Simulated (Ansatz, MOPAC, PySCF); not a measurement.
Enthalpy of formation at 298 K: 5 cases among boron compounds, in kcal/mol, species as SMILES. Terms: frozen cores in correlated levels; non-relativistic; six Cartesian d functions in 6-31G* and its kin unless marked 5d; PM7 with its own dispersion and hydrogen-bond terms; open shells spin-unrestricted; no spin-orbit coupling; dispersion terms only where a functional's name holds one. CBS(X,Y): correlation extrapolated as X^-3; Hartree-Fock from the larger set (for Q and 5 zeta extrapolated as (X+1)exp(-9√X)). The bracket is a focal-point correction in the basis named. Ab initio and DFT rows: single points at B3LYP-D3(BJ) geometries (Ansatz, an electronic-structure program), with unscaled harmonic terms from B3LYP/6-31G* (Ansatz) at its own minima, enthalpies of formation by atomisation with measured atoms. Semi-empirical rows: MOPAC heats of formation at their own minima for 298 K.

Coupled cluster (Ansatz) is a level with limits of its own, used here on species with T1 under 0.025 (0.045 for open shells) and stable references: (a) RI-MP2/CBS(aug-cc-pVTZ,aug-cc-pVQZ)+[CCSD(T)-MP2]/aug-cc-pVTZ; (b) CCSD(T)/CBS(def2-TZVPPD,def2-QZVPPD); (c) CCSD(T)/CBS(cc-pVQZ,cc-pV5Z).

```csv
species,atoms,coupled cluster,difference of HF/3-21G (Ansatz),difference of PM7 (MOPAC),difference of BP86/def2-SVP (PySCF),difference of B3LYP/6-31G* (Ansatz),difference of B3PW91/6-31G* (5d) (PySCF),difference of r2SCAN-D4/def2-TZVPD (Ansatz + dftd4),difference of PBE0/def2-TZVPD (Ansatz)
B (BH3),4,26.7 (c),54.9,-3.2,-4.7,-7.2,-3.5,-1.8,1.2
BB (B2H4),6,54.0 (b),87.0,-15.3,-14.1,-13.2,-10.4,-9.9,-5.3
BN (BNH4),6,-17.1 (b),146.4,-2.6,-17.4,-1.8,1.8,-1.0,-0.5
NB(F)F,6,-210.3 (a),190.6,6.0,-24.3,2.7,5.1,-0.6,2.6
BOB,7,-64.0 (a),147.9,-12.0,-23.4,-12.0,-7.5,-7.2,-0.1
```

```json
[
 {"level": "HF/3-21G (Ansatz)", "cases": "5", "mean signed difference": "125.36", "mean absolute difference": "125.36", "median absolute difference": "146.40", "largest absolute difference": "190.6"},
 {"level": "PM7 (MOPAC)", "cases": "5", "mean signed difference": "-5.42", "mean absolute difference": "7.82", "median absolute difference": "6.00", "largest absolute difference": "15.3"},
 {"level": "BP86/def2-SVP (PySCF)", "cases": "5", "mean signed difference": "-16.78", "mean absolute difference": "16.78", "median absolute difference": "17.40", "largest absolute difference": "24.3"},
 {"level": "B3LYP/6-31G* (Ansatz)", "cases": "5", "mean signed difference": "-6.30", "mean absolute difference": "7.38", "median absolute difference": "7.20", "largest absolute difference": "13.2"},
 {"level": "B3PW91/6-31G* (5d) (PySCF)", "cases": "5", "mean signed difference": "-2.90", "mean absolute difference": "5.66", "median absolute difference": "5.10", "largest absolute difference": "10.4"},
 {"level": "r2SCAN-D4/def2-TZVPD (Ansatz + dftd4)", "cases": "5", "mean signed difference": "-4.10", "mean absolute difference": "4.10", "median absolute difference": "1.80", "largest absolute difference": "9.9"},
 {"level": "PBE0/def2-TZVPD (Ansatz)", "cases": "5", "mean signed difference": "-0.42", "mean absolute difference": "1.94", "median absolute difference": "1.20", "largest absolute difference": "5.3"}
]
```

HF/3-21G lies above in 5 of 5 cases and within 2 kcal/mol in 0; mean signed difference 125.36 kcal/mol, mean absolute 125.36 kcal/mol. These figures hold for the species listed.

How the rows were picked: cases drawn at random among the computed members of the class with clean coupled-cluster diagnostics. The batch they came from held 9 cases of this property in the class: 4 with a tabulated value, 5 with clean coupled cluster alone, 0 with neither, which enter no statistics. The levels are drawn from those run on every case listed, the commonest habits more often. No case is left out for the size of its miss. Left out are saddle points of the reference geometry, anions that the best level run finds unbound, excited spin states, species near biochemistry, 298 K rows of species without real B3LYP wavenumbers, cases with under five habitual levels, runs that failed or that the program found above a lower state of the same kind, table entries that another table contradicts, and a share of species set aside by lot.
